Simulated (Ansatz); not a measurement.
Several settings on one geometry of Cs3H3 (the lowest singlet isomer of a short search) (that of the charge 0 singlet, PBE-D4/def2-TZVP). Ansatz on 4 threads of Intel Xeon on a shared host; times are rough.

```xyz
6

Cs   -2.900    0.341    0.032
Cs    1.156   -2.682    0.032
Cs    1.744    2.340   -0.065
H    -1.475   -1.979    0.069
H     2.453   -0.288   -0.016
H    -0.978    2.268   -0.053
```

Totals from different functionals, basis sets or treatments of relativity can't be compared as stabilities.

In the def2 sets Cs takes a core potential; there is no spin–orbit coupling.

Scalar relativity in a set contracted without it gives distorted totals.

The spins typed aren't always the lowest for that charge.

Give the basis size and estimate the energy, ⟨S²⟩, dipole and time of these runs.

```tsv
run	method	charge	state	further keys
1	UKS PBE0-D4/def2-SVPD	1	doublet	pseudopotentials: {relativity: none}; forces asked
2	RKS r2SCAN/def2-SVPD	0	singlet	pseudopotentials: {relativity: none}; forces asked
3	RKS revPBE/def2-SVPD	0	singlet	final_grid: {core_spheres: 20, valence_spheres: 16, degree: 47}; pseudopotentials: {relativity: scalar}; scf: {lower_state_search: off}; forces asked
4	UKS SVWN5/def2-mTZVP	-1	doublet	pseudopotentials: {relativity: none}; scf: {omitted_lower_state_checks: [starts]}
```


```json
{"run": "1", "functions": "105", "energy (Eh)": "-61.9958", "⟨S²⟩": "0.77", "dipole (D)": "–", "wall time": "23 s"}
{"run": "2", "functions": "105", "energy (Eh)": "-62.2217", "⟨S²⟩": "–", "dipole (D)": "0.01", "wall time": "5.5 s"}
{"run": "3", "functions": "105", "energy (Eh)": "-62.2917", "⟨S²⟩": "–", "dipole (D)": "0.01", "wall time": "3.9 s"}
{"run": "4", "functions": "96", "energy (Eh)": "-61.9678", "⟨S²⟩": "0.75", "dipole (D)": "–", "wall time": "4.3 s"}
```

The highest occupied level of an anion often lies above zero with these methods, and sets without diffuse functions describe the outer electron poorly.
